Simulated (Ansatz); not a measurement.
C$_{3}$H$_{6}$BI, SMILES `CC1(I)BC1`, relaxed with RKS PBE-D4/def2-SVP in the Gaussian-basis code of Ansatz from a rough embedded geometry. The force threshold is 0.03 eV/Å; the program also tests the step.

The species carries charge 0 and has multiplicity 1. I: def2 effective core potential.

Start:

```xyz
11

C    -1.281    0.352    0.361
C    -0.060   -0.452    0.133
I    -0.164   -2.500    0.675
B     1.394    0.238    0.473
C     0.810   -0.111   -1.006
H    -1.130    1.478    0.042
H    -1.597    0.344    1.389
H    -2.092   -0.014   -0.325
H     2.148    0.763    1.268
H     1.420   -0.914   -1.433
H     0.552    0.817   -1.577
```

```tsv
step	energy (eV)	largest force (eV/Å)	largest move (Å)
1	-11975.2506	2.688	0.000
2	-11975.6980	1.473	0.098
3	-11975.8047	0.468	0.135
4	-11975.8256	0.335	0.065
5	-11975.8594	0.519	0.195
6	-11975.8779	0.548	0.115
7	-11975.8997	0.447	0.125
8	-11975.9220	0.315	0.082
9	-11975.9333	0.239	0.039
10 (rejected)	-11975.8432	1.118	0.078
11	-11975.9367	0.115	0.038
12 (rejected)	-11975.9314	0.328	0.032
13	-11975.9384	0.020	0.015
```

End:

```xyz
11

C    -1.438    0.390    0.297
C    -0.058   -0.151    0.152
I     0.307   -2.228    0.976
B     1.417   -0.002    0.498
C     0.936   -0.075   -0.996
H    -1.404    1.447   -0.049
H    -1.786    0.392    1.350
H    -2.182   -0.139   -0.333
H     2.239    0.325    1.314
H     1.083   -0.884   -1.733
H     0.887    0.925   -1.478
```

It took 18 s on 4 threads of an Arm Neoverse V2 on a shared host, with 0.16 GiB of host memory at the peak.
